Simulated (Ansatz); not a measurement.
Basis-set series for `[Se]=C[S][SbH2]`. The species carries charge 0 and has multiplicity 1. Sb takes the def2 core potential. The geometry is a stationary point of PBE0-D4/def2-TZVP. It is one conformer, not always the lowest.

```
functional       basis  functions  energy (Eh)  HOMO (eV)  LUMO (eV)
   PBE0-D4    def2-SVP        105  -3078.97250      -6.12      -2.32
   PBE0-D4  def2-TZVPP        213  -3079.45984      -6.25      -2.48
   ωB97M-V    def2-SVP        105  -3079.20965      -8.18      -0.25
   ωB97M-V  def2-TZVPP        213  -3079.69778      -8.35      -0.49
```

(1) Give the rows for def2-QZVPP. (Estimate.)

## Answers

(1) Ansatz gave: 
| functional | basis | functions | energy (Eh) | HOMO (eV) | LUMO (eV) |
| --- | --- | --- | --- | --- | --- |
| PBE0-D4 | def2-QZVPP | 388 | -3079.52637 | -6.28 | -2.51 |
| ωB97M-V | def2-QZVPP | 388 | -3079.76219 | -8.37 | -0.55 |

Scalar relativity is left out up to krypton.
